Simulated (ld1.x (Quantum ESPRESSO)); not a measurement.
## Reading a pseudo-wave (europium)

Columns: radius, all-electron u(r) and pseudo u(r) of the 5s shell (level -48.87 eV) of europium in the configuration [Kr] 4d10 4f6 5s2 5p6 5d1 6s1.5 6p0.5; revPBE, scalar-relativistic, PAW scheme, ld1.x (Quantum ESPRESSO) 7.5.

| r (bohr) | all-electron | pseudo |
| --- | --- | --- |
| 0.197 | 0.3626 | 0.2088 |
| 0.394 | -0.4854 | 0.4010 |
| 0.591 | -0.2719 | 0.5619 |
| 0.788 | 0.4112 | 0.6804 |
| 0.985 | 0.8625 | 0.7503 |
| 1.182 | 1.0149 | 0.7705 |
| 1.379 | 0.9745 | 0.7452 |
| 1.576 | 0.8426 | 0.6828 |
| 1.773 | 0.6844 | 0.5947 |
| 1.970 | 0.5337 | 0.4937 |
| 2.167 | 0.4048 | 0.3917 |
| 2.364 | 0.3011 | 0.2986 |
| 2.561 | 0.2209 | 0.2208 |
| 2.758 | 0.1604 | 0.1604 |
| 2.955 | 0.1156 | 0.1156 |
| 3.152 | 0.0828 | 0.0828 |
| 3.349 | 0.0591 | 0.0591 |
| 3.546 | 0.0421 | 0.0421 |
| 3.743 | 0.0298 | 0.0298 |
| 3.940 | 0.0211 | 0.0211 |
| 4.137 | 0.0149 | 0.0149 |
| 4.334 | 0.0105 | 0.0105 |
| 4.531 | 0.0074 | 0.0074 |
| 4.728 | 0.0052 | 0.0052 |
| 4.925 | 0.0036 | 0.0036 |
| 5.122 | 0.0025 | 0.0025 |

Question: How many radial nodes do the two functions have?

Answer: The all-electron 5s function has n − l − 1 = 4 (the table is too coarse to show those close to the nucleus); the pseudo-wave has 0, since the states of the same l below it are removed with the core.

Question: At about which radius was the pseudo-wave matched?

Answer: 2.82 bohr. The columns agree to 0.0005 from 2.56 bohr on; several derivatives are matched, so the curves merge somewhat inside the radius.

Question: Is the pseudo-wave norm-conserving?

Answer: No, it belongs to a PAW set: the norm inside the radius is not constrained, and the difference is carried by the augmentation charge.
